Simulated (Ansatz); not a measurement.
Input for Ansatz (a program for electronic structure): U-PBE0/def2-TZVPP on GeW, 2S+1 = 3, a spin state set in the input, which need not be the lowest. Elements past Kr take the def2 small-core potentials; no spin–orbit coupling.

Ansatz 0.2 input:
```yaml
crystal:
  periodic: [false, false, false]
  atoms:
    - {symbol: W, position_ang: [0.00000000, 0.00000000, 0.00000000]}
    - {symbol: Ge, position_ang: [0.00000000, 0.00000000, 2.67900000]}
basis:
  gaussian:
    orbitals: def2-TZVPP
hamiltonian:
  xc: {name: PBE0}
magnetization: {spin_polarized: true, initial_magnetization: 2}
relax: {f_tol: 0.002, max_steps: 120}
```

Program output:

```
WARN ansatz: RAYON_NUM_THREADS=1 ignored (pool sized by the plan → 1); use --threads N
Functional definition: PBE0
integrals: 0.03 GiB planned
801 factors; their error is unknown
mean field: 0.45 GiB planned
mean field evaluation 1: about -58328.5166 eV, gradient 2.0e1 eV
mean field evaluation 2: about -58293.9840 eV, gradient 6.7e1 eV
mean field evaluation 4: about -58329.8967 eV, gradient 9.4e0 eV
mean field evaluation 8: about -58330.8733 eV, gradient 1.1e0 eV
mean field evaluation 16: about -58331.4423 eV, gradient 1.3e-2 eV
mean field evaluation 32: about -58331.4429 eV, gradient 6.4e-1 eV
mean field evaluation 64: about -58309.6858 eV, gradient 3.1e2 eV
mean field evaluation 96: about -58331.5488 eV, gradient 3.2e-3 eV
mean field evaluation 128: about -58331.4422 eV, gradient 3.7e-2 eV
mean field evaluation 160: about -58331.4423 eV, gradient 3.7e-3 eV
mean field evaluation 192: about -58331.4437 eV, gradient 2.2e-2 eV
mean field evaluation 224: about -58331.5488 eV, gradient 6.3e-4 eV
mean field evaluation 256: about -58330.0751 eV, gradient 1.7e-3 eV
mean field evaluation 288: about -58331.3437 eV, gradient 7.8e-2 eV
mean field evaluation 320: about -58330.5632 eV, gradient 6.7e0 eV
mean field evaluation 352: about -58331.3378 eV, gradient 1.7e-1 eV
mean field -58331.62442791 eV, -2143.6476591305 hartree, gradient 3.1e-7 eV, S^2 3.742593; 23 other end points of the search recorded, 0 dependent functions left out
the calculation of the forces begins
reference -58331.62445116 eV, -2143.6476599850 hartree; 24, 22 occupied and 80, 82 virtual orbitals, 801 factors
relax step   1: F+E_penalty+E_count = -58331.62442791 eV  Δ(F+E_penalty+E_count) = +0.000e0 eV  max|allowed force component| = 1.908e0 eV/Å  Δτ_max = 0.0000 Å  (1258 SCF iters, accepted)
these checks for a lower state are left out or cut short: starts, cluster_reference, orbital_swaps, neighbouring_geometries, increment
integrals: 0.03 GiB planned
801 factors; their error is unknown
mean field: 0.46 GiB planned
mean field evaluation 384: about -58331.3431 eV, gradient 1.5e0 eV
mean field -58332.01829828 eV, -2143.6621335996 hartree, gradient 9.8e-6 eV, S^2 3.066783; 1 other end points of the search recorded, 0 dependent functions left out
the calculation of the forces begins
reference -58332.01832028 eV, -2143.6621344084 hartree; 24, 22 occupied and 80, 82 virtual orbitals, 801 factors
relax step   2: F+E_penalty+E_count = -58332.01829828 eV  Δ(F+E_penalty+E_count) = -3.939e-1 eV  max|allowed force component| = 6.605e-1 eV/Å  Δτ_max = 0.1396 Å  (181 SCF iters, accepted)
these checks for a lower state are left out or cut short: starts, cluster_reference, orbital_swaps, neighbouring_geometries, increment
integrals: 0.03 GiB planned
801 factors; their error is unknown
mean field: 0.46 GiB planned
mean field evaluation 416: about -58331.7004 eV, gradient 9.3e-5 eV
mean field -58332.01732490 eV, -2143.6620978285 hartree, gradient 3.5e-7 eV, S^2 2.554643; 2 other end points of the search recorded, 0 dependent functions left out
the calculation of the forces begins
reference -58332.01734618 eV, -2143.6620986107 hartree; 24, 22 occupied and 80, 82 virtual orbitals, 801 factors
relax step   3: F+E_penalty+E_count = -58332.01732490 eV  Δ(F+E_penalty+E_count) = +9.734e-4 eV  max|allowed force component| = 8.470e-1 eV/Å  Δτ_max = 0.0642 Å  (230 SCF iters, rejected (line search))
these checks for a lower state are left out or cut short: starts, cluster_reference, orbital_swaps, neighbouring_geometries, increment
integrals: 0.03 GiB planned
801 factors; their error is unknown
mean field: 0.46 GiB planned
mean field evaluation 448: about -58331.7600 eV, gradient 6.8e-1 eV
mean field -58332.04174148 eV, -2143.6629951212 hartree, gradient 6.6e-6 eV, S^2 2.831179; 2 other end points of the search recorded, 0 dependent functions left out
the calculation of the forces begins
reference -58332.04176313 eV, -2143.6629959171 hartree; 24, 22 occupied and 80, 82 virtual orbitals, 801 factors
relax step   4: F+E_penalty+E_count = -58332.04174148 eV  Δ(F+E_penalty+E_count) = -2.344e-2 eV  max|allowed force component| = 5.376e-2 eV/Å  Δτ_max = 0.0313 Å  (218 SCF iters, accepted)
these checks for a lower state are left out or cut short: starts, cluster_reference, orbital_swaps, neighbouring_geometries, increment
integrals: 0.03 GiB planned
801 factors; their error is unknown
mean field: 0.46 GiB planned
mean field -58332.04186600 eV, -2143.6629996974 hartree, gradient 5.4e-7 eV, S^2 2.811265; 0 other end points of the search recorded, 0 dependent functions left out
the calculation of the forces begins
reference -58332.04188763 eV, -2143.6630004922 hartree; 24, 22 occupied and 80, 82 virtual orbitals, 801 factors
relax step   5: F+E_penalty+E_count = -58332.04186600 eV  Δ(F+E_penalty+E_count) = -1.245e-4 eV  max|allowed force component| = 4.153e-3 eV/Å  Δτ_max = 0.0025 Å  (126 SCF iters, accepted)
these checks for a lower state are left out or cut short: starts, cluster_reference, orbital_swaps, neighbouring_geometries, increment
integrals: 0.03 GiB planned
801 factors; their error is unknown
mean field: 0.46 GiB planned
mean field evaluation 480: about -58332.0419 eV, gradient 5.6e-5 eV
mean field -58332.04186673 eV, -2143.6629997243 hartree, gradient 8.9e-6 eV, S^2 2.812598; 0 other end points of the search recorded, 0 dependent functions left out
the calculation of the forces begins
reference -58332.04188836 eV, -2143.6630005191 hartree; 24, 22 occupied and 80, 82 virtual orbitals, 801 factors
relax step   6: F+E_penalty+E_count = -58332.04186673 eV  Δ(F+E_penalty+E_count) = -7.319e-7 eV  max|allowed force component| = 2.344e-4 eV/Å  Δτ_max = 0.0002 Å  (90 SCF iters, accepted)
integrals: 0.03 GiB planned
801 factors; their error is unknown
mean field: 0.46 GiB planned
mean field evaluation 512: about -58332.0165 eV, gradient 2.8e-4 eV
mean field evaluation 544: about -58330.8643 eV, gradient 5.6e0 eV
mean field evaluation 576: about -58332.0165 eV, gradient 4.6e-5 eV
mean field evaluation 608: about -58332.0165 eV, gradient 4.7e-5 eV
mean field evaluation 640: about -58332.0165 eV, gradient 3.4e-5 eV
mean field evaluation 672: about -58332.0165 eV, gradient 5.4e-4 eV
mean field evaluation 704: about -58331.8764 eV, gradient 3.6e-3 eV
mean field evaluation 736: about -58330.7636 eV, gradient 7.6e0 eV
mean field evaluation 768: about -58331.7598 eV, gradient 7.9e-2 eV
mean field -58332.04186673 eV, -2143.6629997243 hartree, gradient 8.9e-6 eV, S^2 2.812598; 16 other end points of the search recorded, 0 dependent functions left out
the calculation of the forces begins
reference -58332.04188836 eV, -2143.6630005191 hartree; 24, 22 occupied and 80, 82 virtual orbitals, 801 factors
Total energy: -58332.04188836 eV, -2143.6630005191 hartree
Atom 0 at     0.000000     0.000000     0.173197 Å, force     0.000001     0.000000    -0.000234 eV/Å
Atom 1 at    -0.000000    -0.000000     2.505803 Å, force    -0.000001    -0.000000     0.000234 eV/Å
Dipole moment:    -0.018854     0.029762    -0.510962 e Å
```

Self-consistency was reached. Its determinant has ⟨S²⟩ = 2.81, a mixture of spin states.

Cost: about 2.9 core-minutes (a rough figure).
